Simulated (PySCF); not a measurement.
Compound: CH9ClO2Si3.
SMILES with atom numbers: `[SiH3:1][O:2][SiH2:3][O:4][CH2:5][SiH2:6][Cl:7]` (hydrogens: H8, H9, H10 on Si1; H11, H12 on Si3; H13, H14 on C5; H15, H16 on Si6)

Structure used (GFN2-xTB), in Å, numbered top down from 1:
```
atom  x, y, z in Å
Si1    2.4857    0.2292    0.9976
O2     1.2787    0.0180   -0.0626
Si3    0.6867   -0.0414   -1.5754
O4    -0.8038   -0.6408   -1.5507
C5    -1.9506   -0.2674   -0.8293
Si6   -1.6596   -0.0636    1.0511
Cl7   -3.5079    0.1061    1.8491
H8     2.7485    1.6654    1.0946
H9     1.9565   -0.3262    2.2411
H10    3.6650   -0.4822    0.5075
H11    0.7559    1.3302   -2.0742
H12    1.3654   -1.0583   -2.3541
H13   -2.6995   -1.0458   -1.0214
H14   -2.3489    0.6628   -1.2566
H15   -1.0301   -1.2512    1.6165
H16   -0.9495    1.1739    1.3551
```

Computed at PBE0/pcSseg-1 (PySCF, non-relativistic), with Q(17O) = −0.0256 b, Q(35Cl) = −0.0817 b: O2, 17O (I = 5/2): χzz = -6.203 MHz, η = 0.348; O4, 17O (I = 5/2): χzz = -10.50 MHz, η = 0.277; Cl7, 35Cl (I = 3/2): χzz = -39.48 MHz, η = 0.056.

(1) Find the zero-field quadrupole resonance frequencies of 17O at O2.

(2) Where would the pure quadrupole (NQR) lines of 17O at O4 fall for the rigid, isolated species?

(3) Where would the pure quadrupole (NQR) lines of 35Cl at Cl7 fall for the rigid, isolated species?

(4) Apply the simplest Townes–Dailey estimate (no s hybridisation, no π bonding), ionic character = 1 − χzz/χ0, where χ0 is the coupling for one missing p electron along the bond: −109.74 MHz for 35Cl.

Answers

(1) From the eigenvalues of H = χ/[4I(2I − 1)] × [3Iz² − I(I + 1) + η(Ix² − Iy²)], steps between neighbouring levels, labelled as for η = 0: ±1/2↔±3/2 1.046 MHz, ±3/2↔±5/2 1.819 MHz (siloxane oxygen).

(2) From the eigenvalues of H = χ/[4I(2I − 1)] × [3Iz² − I(I + 1) + η(Ix² − Iy²)], steps between neighbouring levels, labelled as for η = 0: ±1/2↔±3/2 1.702 MHz, ±3/2↔±5/2 3.103 MHz (silyl ether oxygen).

(3) From ν = (|χ|/2)√(1 + η²/3): ν = 19.75 MHz (silicon-bound chlorine). For 37Cl the ratio of quadrupole moments, 0.7881, gives 15.56 MHz.

(4) Cl7 on Si6: 1 − (-39.48)/(-109.74) = 0.64. In this model a purely covalent bond gives χ0 and a free halide ion gives zero; s hybridisation or π bonding, where present, is counted here as ionic character.

In a crystal, neighbours and librations shift these lines. GFN2-xTB bond lengths can be off by several hundredths of an ångström, more for odd bonds, and the gradients follow them. With so small a basis the couplings can be 20 % off.

One conformer stands for the species.
